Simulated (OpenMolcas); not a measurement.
## Ni6+: effect of the active space

```
Program             : OpenMolcas 26.06
Method              : CASSCF or its RAS form
Basis               : ANO-RCC-VQZP
Scalar Hamiltonian  : DKH2, point nucleus
Spin-orbit coupling : state interaction with AMFI integrals over the reference wave functions, term energies averaged over their components
```

A. 4 electrons in 5 orbitals (3d); 2S+1 = 5 even, 5 roots; 2S+1 = 3 even, 45 roots; 2S+1 = 1 even, 50 roots; cost about 28 core-seconds
B. 10 electrons in 8 orbitals (RAS1 3p, at most 2 holes; RAS2 3d); 2S+1 = 5 even, 5 roots; 2S+1 = 3 even, 45 roots; 2S+1 = 1 even, 44 roots; cost about 50 core-seconds
C. 4 electrons in 10 orbitals (3d 4d); 2S+1 = 5 even, 5 roots; 2S+1 = 3 even, 45 roots; 2S+1 = 1 even, 44 roots; cost about 80 core-seconds

Energies in eV above 3d4 5D0, the measured ground level; measured values from Corliss and Sugar, J. Phys. Chem. Ref. Data 10, 197 (1981).

```
     Level        A        B        C  Measured
   3d4 5D0   0.0000   0.0000   0.0000    0.0000
   3d4 5D1   0.0343   0.0358   0.0347    0.0346
   3d4 5D2   0.0999   0.1036   0.1010    0.0997
   3d4 5D3   0.1923   0.1982   0.1945    0.1885
   3d4 5D4   0.3074   0.3146   0.3108    0.2966
   3d4 3H4   4.2086   4.4627   4.1264    3.9268
   3d4 3H5   4.2828   4.5484   4.2040    4.0030
   3d4 3H6   4.3612   4.6325   4.2859    4.0762
3d4 3P0(1)   4.4282   3.8638   4.3296    3.7291
3d4 3P1(1)   4.6297   4.0737   4.5329    3.9472
3d4 3F2(1)   4.8631   4.6160   4.7694    4.2461
3d4 3F3(1)   4.8698   4.6454   4.7774    4.2548
3d4 3F4(1)   4.9032   4.6914   4.8137    4.2869
3d4 3P2(1)   4.9670   4.4180   4.8725    4.2843
   3d4 3G3   5.3255   5.3606   5.2280    4.7312
   3d4 3G4   5.4064   5.4459   5.3118    4.8039
   3d4 3G5   5.4636   5.5231   5.3725    4.8660
   3d4 1I6   6.3721   6.7760   6.2632          
3d4 1G4(1)   6.7504   6.5104   6.6252          
   3d4 3D3   6.8351   6.5913   6.7290          
   3d4 3D2   6.8600   6.6109   6.7535          
   3d4 3D1   6.8959   6.6512   6.7870          
   3d4 1F3   9.5278   9.2700   9.3805          
3d4 3F4(2)  11.2158  10.6967  10.9924
```

Deviations, from unrounded energies. A percentage is the sum of absolute deviations over the sum of measured energies, with the sign that they share, or ± where signs differ.

```json
{"Against measurement": "mean absolute deviation (cm-1)", "Levels": "16", "A": "3300", "B": "2600", "C": "2800"}
{"Against measurement": "fine structure of the ground term (%)", "Levels": "4", "A": "±2.4", "B": "+5.3", "C": "+3.5"}
{"Against measurement": "other terms of the ground configuration (%)", "Levels": "12", "A": "+12.8", "B": "+10.0", "C": "+10.7"}
```

B lies closest to measurement on these levels and A furthest from it. The largest miss of B in the table is 3d4 3G5, by +5300 cm-1. The ranking rests on the paired levels alone, and a cruder setting can come out closer through cancelling errors.

The spin-orbit steps hold different terms of 3d4 (B lacks a 1D, a 1S; C lacks a 1D, a 1S), which shifts levels as well.

Among A to C the level of the table that moves most is 3d4 3P0(1), by 4600 cm-1 (lowest in B, highest in A).

Without dynamic correlation excited terms often stand tens of per cent too high (terms of higher spin than the ground term too low), and those without a measured partner can miss by more than the paired ones. Some levels mix across a computed gap that differs much from the measured one, so their mixing is not that of the real levels (holds for B). Active for correlation alone: 3p; no level in the range computed is led by a configuration that opens it, so any true level of that kind is missing (holds for B). Active for correlation alone: 4d; no level in the range computed is led by a configuration that fills it, so any true level of that kind is missing (holds for C). Computed and measured levels are paired by configuration, term and J; levels that our copy of the source lacks, or whose pairing is in doubt (as where it misses far off the trend of its configuration), stay unpaired and out of the deviations. Levels of configurations outside the active space are missing. The table leaves out levels that lie high or whose names do not pair safely across all columns.

A number in round brackets counts repeated terms of one configuration in the order of the reference energies.
